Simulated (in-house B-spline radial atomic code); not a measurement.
RPA and G0W0 for Ag II (Ag+), [Kr] 4d10, as one setting changes: the radius of a hard wall (bohr). Start: PBE. A dash marks a level of low quasi-particle weight. Computed with an all-electron radial atomic-structure program (B-spline basis): all electrons, scalar-relativistic (spin-free one-electron X2C), finite nucleus, each spin shell either full or empty, empty states to l = 9 with an (l + 1/2)⁻⁴ tail; G0W0 by contour deformation at full frequency.

```csv
radius of a hard wall (bohr),mean-field level (eV),G0W0 level (eV),RPA correlation (Eh)
2,25.102,4d 14.109,-3.5974
2.5,?,?,?
3,-7.856,4d -16.132,-3.597
3.5,-11.923,4d -19.395,-3.6045
4,-13.846,-,-3.6088
5,-15.231,-,-3.6117
6,?,?,?
8,-15.634,-,-3.6112
12,-15.637,-,-3.6104
```

Task: What belongs in the row for 6?

Result: mean-field level (eV): -15.552; G0W0 level (eV): -; RPA correlation (Eh): -3.6118.

Task: What belongs in the row for 2.5?

Result: mean-field level (eV): 1.349; G0W0 level (eV): 4d -8.011; RPA correlation (Eh): -3.5883.
